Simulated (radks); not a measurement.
Values are calculated unless marked as measured or tabulated.
How relativity changes the ionisation of the bismuth ion Bi+ ([Hg] 6p2) to Bi2+ ([Hg] 6p1). Spin-unpolarised spherical Kohn-Sham, LDA (Slater exchange, Perdew-Wang correlation), point nucleus unless stated (finite: rms radius 5.5211 fm), a radial shooting solver on a logarithmic mesh with Libxc functionals. A level marked "c x" has the speed of light scaled by that factor and shares open shells by 2j + 1; other Dirac levels either fill j = l - 1/2 first or share by 2j + 1.

[
 {"level": "non-rel.", "E(Bi+) (hartree)": "-20090.0775", "E(Bi2+) (hartree)": "-20089.5089", "IE (eV)": "15.471", "HOMO": "6p", "<r> HOMO (bohr)": "2.850"},
 {"level": "scalar-rel.", "E(Bi+) (hartree)": "-21519.0118", "E(Bi2+) (hartree)": "-21518.4400", "IE (eV)": "15.559", "HOMO": "6p", "<r> HOMO (bohr)": "2.784"},
 {"level": "scalar-rel., finite nucleus", "E(Bi+) (hartree)": "-21512.5359", "E(Bi2+) (hartree)": "-21511.9640", "IE (eV)": "15.562", "HOMO": "6p", "<r> HOMO (bohr)": "2.784"},
 {"level": "Dirac, 2j+1 shares", "E(Bi+) (hartree)": "-21569.6233", "E(Bi2+) (hartree)": "-21569.0449", "IE (eV)": "15.740", "HOMO": "6p3/2", "<r> HOMO (bohr)": "2.880"},
 {"level": "Dirac, low j first", "E(Bi+) (hartree)": "-21569.7370", "E(Bi2+) (hartree)": "-21569.1125", "IE (eV)": "16.993", "HOMO": "6p1/2", "<r> HOMO (bohr)": "2.586"},
 {"level": "Dirac, 2j+1 shares, finite nucleus", "E(Bi+) (hartree)": "-21563.0595", "E(Bi2+) (hartree)": "-21562.4810", "IE (eV)": "15.742", "HOMO": "6p3/2", "<r> HOMO (bohr)": "2.880"},
 {"level": "Dirac, c x 0.75", "E(Bi+) (hartree)": "-23390.2170", "E(Bi2+) (hartree)": "-23389.6160", "IE (eV)": "16.355", "HOMO": "6p3/2", "<r> HOMO (bohr)": "2.935"},
 {"level": "Dirac, c x 3", "E(Bi+) (hartree)": "-20227.4145", "E(Bi2+) (hartree)": "-20226.8453", "IE (eV)": "15.489", "HOMO": "6p3/2", "<r> HOMO (bohr)": "2.852"},
 {"level": "Dirac, c x 10", "E(Bi+) (hartree)": "-20102.2254", "E(Bi2+) (hartree)": "-20101.6567", "IE (eV)": "15.473", "HOMO": "6p3/2", "<r> HOMO (bohr)": "2.850"}
]

NIST Atomic Spectra Database: 16.703 eV (measured). The relativistic part of the total energy of Bi+ is -1473 hartree (Dirac, 2j+1 shares, finite nucleus), 7.3 % of the non-relativistic value. Spin polarisation and multiplet splitting of open shells are left out at every level.

Beside tabulated values, note that relativity, absent from the non-relativistic runs, is large for the heavy elements, and spin-unpolarised runs miss the spin-polarisation part of the exchange energy of open shells, and scalar-relativistic runs lack spin-orbit coupling.
